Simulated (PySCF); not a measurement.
Precursor series W F-OH. All species are isolated molecules in the gas phase. One relaxed conformer stands for each flexible species; it need not be the lowest.

Computed with B3LYP-D3(BJ)/def2-TZVP // TPSS-D3(BJ)/def2-SVP in PySCF. All candidates: neutral, multiplicity 1. B3LYP has the VWN-RPA correlation part, as in Gaussian. 

| Property | Value |
|---|---|
| HOMO | -11.17 eV |
| HOMO–LUMO gap | 6.74 eV |
| LUMO | -4.43 eV |

Problem. Say which member has these values.
(A) [W(F)6]
(B) [W(F)3(OH)3]
(C) [W(F)(OH)5]
(D) [W(F)5(OH)]

Solution. D, [W(F)5(OH)]. The others give [W(F)6]: -12.48 eV, 7.35 eV, -5.13 eV; [W(F)3(OH)3]: -9.55 eV, 6.28 eV, -3.28 eV; [W(F)(OH)5]: -8.76 eV, 5.79 eV, -2.97 eV
